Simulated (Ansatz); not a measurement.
Z-matrix (Å, degrees):
```
Si
O 1 1.627
F 1 1.598 2 108.8
O 1 1.623 2 108.1 3 -119.4
C 1 1.848 2 114.1 3 119.1
H 2 0.961 1 117.1 3 -61.8
H 4 0.959 1 118.2 2 38.1
Si 5 1.857 1 115.8 2 -70.7
H 5 1.094 1 108.5 2 52.7
H 5 1.097 1 108.4 2 168.9
Cl 8 2.076 5 109.6 1 48.1
H 8 1.479 5 111.7 1 -70.1
H 8 1.482 5 112.0 1 165.6
```

The species carries charge 0 and has multiplicity 1.

Q: List the PBE/def2-TZVPP orbital energies in eV (Ansatz 0.2.0). (An estimate is asked.)

A: Computed: Occupied: -2739.14, -1781.00, -1780.69, -659.66, -510.52, -510.43, -269.06, -249.72, -190.41, -190.26, -190.25, -138.53, -138.34, -95.31, -95.28, -95.23, -95.15, -95.04, -95.03, -29.44, -25.56, -25.03, -20.74, -17.90, -14.34, -13.25, -12.93, -12.13, -10.99, -10.86, -10.26, -9.72, -9.53, -9.14, -9.05, -8.87, -8.48, -8.16, -7.81, -7.70, -7.60. Lowest empty: -0.78, -0.28, 0.10, 0.32, 0.76, 0.85, 1.29, 1.60.
